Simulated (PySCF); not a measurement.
**Relaxation of triplet MoO(OH)2**

All numbers come from UB3LYP/[Mo def2-SVP with ECP28, O def2-SVP, H def2-SVP], scalar-relativistic core potentials, density fitting, no spin–orbit coupling, PySCF. A (50,194) grid was used.

A hand-made trigonal pyramidal (heavy-atom frame) start, with no symmetry imposed:

```xyz
6
charge 0 multiplicity 3, angstrom
Mo    0.0378   -0.0050   -0.3113
O     1.6094   -0.0050    0.5244
O    -0.8496    1.5320    0.6323
O    -0.8496   -1.5420    0.6323
H    -0.4851    2.3715    0.9220
H    -1.7589   -1.6461    0.9220
```

**Question.** What forces act on the atoms at the start (eV/Å)?

**Answer.** 
```
atom     Fx     Fy     Fz
 Mo1   1.72  -0.27   6.37
  O2  -3.13   0.40  -2.79
  O3   0.38  -2.00  -1.54
  O4   1.11   1.40  -1.98
  H5   0.41   0.23  -0.11
  H6  -0.48   0.23   0.05
```

**Question.** What does it relax to?

**Answer.** It ends at C1 with Mo–O 1.678 Å, Mo–O 1.904 Å, Mo–O 1.907 Å, O–H 0.966 Å (×2); H–O–Mo 127.3°, H–O–Mo 132.1°, O–Mo–O 112.3°, O–Mo–O 121.0°, O–Mo–O 126.4° (after a last refinement on a finer grid). A frequency run shows a minimum. Other isomers or separated fragments may lie lower.

**Question.** How much energy is released, and in how many steps?

**Answer.** 183.1 kJ/mol in 41 steps.

Open d and f shells are described by one determinant, and the ground state may have another occupation or spin.

The relaxation took about 9 core-minutes on a shared host.
